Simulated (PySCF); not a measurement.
How methods differ on the ionisation energy of Cs(32+)

Cs(32+) [Ar] 3d5 [3d3/2^4 3d5/2^1, M_J = 5/2] → Cs(33+) [Ar] 3d4 [3d3/2^4, M_J = 0], as a difference of total energies. Computed with PySCF 2.14 in an even-tempered Gaussian basis (16 s from 5.5 bohr⁻², ratio 2.8; 12 p from 7.2 bohr⁻², ratio 2.8; 8 d from 7.2 bohr⁻², ratio 2.8; 3 f from 25 bohr⁻², ratio 3), with the two-component X2C-1e Hamiltonian. Correlated levels: [Ne] frozen; the 74 highest virtual spinors dropped. "Screened" scales the spin-orbit matrix elements by Boettger's factors to mimic the two-electron term; Breit and QED terms are absent.

```csv
method,ionisation energy (eV)
GHF (spin-free),2047.4
GMP2 (spin-free),2047.5
GHF (screened spin-orbit),2032.1
GMP2 (screened spin-orbit),2031.0
```

Breit and QED terms and the two-electron picture change are absent.

The spin-free rows relax to the high-spin LS determinant and lack the spin-orbit shift.

The labels give the starting determinants; with spin-orbit coupling the two ends relaxed to ⟨J²⟩ = 8.76, ⟨L²⟩ = 1.38, ⟨S²⟩ = 6.39 and ⟨J²⟩ = 0.00, ⟨L²⟩ = 2.42, ⟨S²⟩ = 2.42.

For comparison: 2029 ± 4 eV (theoretical estimate listed by NIST; NIST Atomic Spectra Database, ionization energies).
